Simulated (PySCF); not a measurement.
isopropylamine cation (C₃H₉N), SMILES NC(C)C (connectivity only; charge and spin as stated), charge +1, multiplicity 2.

Geometry optimised at B3LYP-D3(BJ)/def2-SVP. The multiplicity is an assumed one; other spin states were not compared. One conformer was computed; it need not be the lowest.

Computed with SMD-M06-2X/6-31G* (PySCF).

Solvation free energies are E(SMD) − E(gas) at the gas-phase geometry, for 1 M in both phases.

```tsv
solvent	ΔG(solv) (kcal/mol)	its non-electrostatic (CDS) part
water	-67.1	2.1
toluene	-40.4	-0.7
benzene	-39.2	-0.8
```
